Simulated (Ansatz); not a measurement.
Isolated molecules relaxed with PBE0-D4/def2-TZVP in Ansatz; ΔE leaves out vibrations. CBS: MP2 limit from def2 TZ/QZ plus the TZ coupled-cluster correction, frozen cores. DFT in def2-TZVPP. Elements past krypton have def2 core potentials. For Br, I outer-core shells are correlated without core-valence functions, which leaves a few kJ/mol of doubt a bond. Scalar relativity is left out up to krypton.

Reaction (redistribution): `[I][Al]1[CH2][CH2]1` + `Br[SiH]1BC1` → `[Br][Al]1[CH2][CH2]1` + `I[SiH]1BC1`

| level | ΔE (kcal/mol) |
| --- | --- |
| BLYP-D4 | -0.6 |
| B97M-V | -0.4 |
| revPBE | -0.1 |
| BLYP | -0.4 |
| MP2/def2-SVP | -0.6 |
| HF/def2-QZVPP | 0.1 |
| HF/CBS(def2) | 0.1 |
| CCSD/CBS(def2) | 0.1 |

What does CCSD(T)/CBS give? (An estimate is asked.)

Ansatz gave: +0.1 kcal/mol. The listed levels differ from it by -0.7, -0.5, -0.2, -0.5, -0.7, 0.0, 0.0, 0.0 kcal/mol.

What do rigid-rotor, harmonic-oscillator terms from PBE0-D4/def2-TZVP frequencies (298.15 K, 1 bar) make of the CCSD(T)/CBS value? (An estimate is asked.)

Computed: ΔZPE = -0.1 kcal/mol, ΔH = +0.1 kcal/mol, ΔS = 0 J/(mol·K), ΔG = 0.0 kcal/mol.

Largest T1 diagnostic among the species: 0.011.

Leaving LDA and LC-ωPBE aside and taking each functional with its dispersion term where it has one, the values, not all of them listed here, spread over 0.7 kcal/mol, from BLYP-D4 to PBE-QIDH.
